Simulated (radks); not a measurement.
The numbers below are computed, except where a source is named.
Question: The mean radii <r> (bohr) of the occupied orbitals of an atom or ion are listed with their occupations. Code: a radial shooting solver on a logarithmic mesh with Libxc functionals. Model: scalar-relativistic Kohn-Sham, r2SCAN, spin-polarised, spherical densities, finite nucleus; meta-GGA in the generalised Kohn-Sham scheme; Fermi nuclear charge, rms radius of each element as measured or else 0.836 A^(1/3) + 0.57 fm.

orbital  occ.      <r>
1s          2  0.02507
2s          2   0.1074
2p          6  0.09426
3s          2   0.2846
3p          6   0.2828
3d         10   0.2599
4s          2   0.6546
4p          6   0.6931
4d         10   0.7678
5s          2    1.573
5p          6    1.819
5d          2    2.885

Name the element and its charge.

Answer: Z = 57, lanthanum, charge +1: La+ in [Xe] 5d(up 1, down 1). The 1s radius gives Z: for a bare nucleus <r> = (2 gamma + 1)/(2Z) with gamma = sqrt(1 - (Z/c)^2), 0.02473 bohr for Z = 57, and screening makes it slightly larger (0.02507 here). The occupations add up to 56, and the charge is Z minus that.
